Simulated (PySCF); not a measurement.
## Spinor energies of Pb⁷⁵⁺ (lead, charge +75)

Start: [He] 2s2 2p3; 2p1/2 filled at m_j = -1/2, +1/2; 2p3/2 filled at m_j = +3/2. Calculated with PySCF 2.14 in an even-tempered Gaussian basis (16 s from 65 bohr⁻², ratio 2.4; 13 p from 85 bohr⁻², ratio 2.4; 5 d from 280 bohr⁻², ratio 2.6; 4 f from 420 bohr⁻², ratio 2.6): generalised Hartree-Fock with the X2C-1e Hamiltonian and a Gaussian nucleus; one run each with spin-orbit coupling (SO) switched off, then screened by Boettger's factors.

```json
{"spinor shell": "1s1/2", "electrons": "2", "ε, spin-free (eV)": "-97044.2", "ε, screened SO (eV)": "-96955.2", "weight of nominal j (screened SO)": "1.000", "rms radius, screened SO (bohr)": "0.0180"}
{"spinor shell": "2s1/2", "electrons": "2", "ε, spin-free (eV)": "-23510.4", "ε, screened SO (eV)": "-23483.4", "weight of nominal j (screened SO)": "1.000", "rms radius, screened SO (bohr)": "0.0710"}
{"spinor shell": "2p1/2", "electrons": "2", "ε, spin-free (eV)": "-21485.8", "ε, screened SO (eV)": "-23096.7", "weight of nominal j (screened SO)": "1.000", "rms radius, screened SO (bohr)": "0.0596"}
{"spinor shell": "2p3/2", "electrons": "1", "ε, spin-free (eV)": "-21485.8", "ε, screened SO (eV)": "-20777.2", "weight of nominal j (screened SO)": "1.000", "rms radius, screened SO (bohr)": "0.0672"}
```

```tsv
quantity	spin-free	screened SO
E (hartree)	-11629.11940	-11726.58663
M_J	3/2	3/2
⟨J²⟩	3.750	3.750
⟨L²⟩	0.000	2.634
⟨S²⟩	3.750	1.453
```

Each row is a mean over spinors that exchange with the open shell spreads, by up to 76.374 eV (2s1/2).

Breit and QED terms are absent; they matter most for the inner s and p1/2 levels.

Densities and radii are taken from the X2C orbitals without a picture-change correction, which distorts them close to the nucleus.

Without spin-orbit coupling the j labels of p, d and f shells carry no meaning; the spin-free column gives the mean over the occupied spinors of each nl shell.
